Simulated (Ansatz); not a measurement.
Ansatz (a quantum-chemistry and plane-wave program) input (RI-MP2/aug-cc-pV(Q+d)Z):
A basis named .json is the Basis Set Exchange file of that set.

Ansatz 0.2 input:
```yaml
crystal:
  periodic: [false, false, false]
  atoms:
    - {symbol: Si, position_ang: [-0.00483958, 0.00744110, 0.00348548]}
    - {symbol: O, position_ang: [1.43864052, -0.29529703, -0.72800816]}
    - {symbol: O, position_ang: [0.43062953, 0.66518940, 1.44694375]}
    - {symbol: O, position_ang: [-0.97518142, 1.09170160, -0.75008420]}
    - {symbol: N, position_ang: [-0.92976487, -1.41953016, 0.01300545]}
    - {symbol: H, position_ang: [1.40348869, -0.77480948, -1.55951950]}
    - {symbol: H, position_ang: [1.34849156, 0.55443899, 1.70648421]}
    - {symbol: H, position_ang: [-0.83606626, 2.01316620, -0.51840814]}
    - {symbol: H, position_ang: [-0.56114687, -2.28304979, 0.37576661]}
    - {symbol: H, position_ang: [-1.93136812, -1.36996210, 0.10503066]}
basis:
  gaussian:
    orbitals: aug-cc-pV_Q+d_Z.json
    fitting: {mean_field: def2-universal-jkfit, correlation: aug-cc-pVQZ-RIFIT.json}
magnetization: {spin_polarized: true, initial_magnetization: 2}
correlation: {method: mp2, electrons: outside_noble_gas}
```

End of the output:

```
integrals: 1.85 GiB planned
526 factors; integrals over basis functions are off by at most 2.5e0 eV
mean field: 3.82 GiB planned
mean field evaluation 1: about -15531.2183 eV, gradient 4.2e1 eV
mean field evaluation 2: about -15536.2448 eV, gradient 2.8e1 eV
mean field evaluation 4: about -15539.3466 eV, gradient 1.8e0 eV
mean field evaluation 8: about -15539.4830 eV, gradient 1.4e-2 eV
mean field evaluation 16: about -15539.4728 eV, gradient 5.9e-1 eV
mean field evaluation 32: about -15539.3420 eV, gradient 1.8e0 eV
mean field -15539.48296879 eV, -571.0654660633 hartree, gradient 2.1e-6 eV, S^2 2.008640; 4 other end points of the search recorded, 0 dependent functions left out
9 core orbitals not correlated
1266 factors; their error is unknown
reference -15539.48296879 eV, -571.0654660633 hartree; 17, 15 occupied and 613, 615 virtual orbitals, 1266 factors
second order -30.06460315 eV of doubles, -0.00000000 eV of singles
Total energy: -15569.54757194 eV, -572.1703198505 hartree
```

This state (charge 0, triplet) is run at the relaxed geometry of the species with charge 0 and multiplicity 1, and is a spin state other than that species' own.
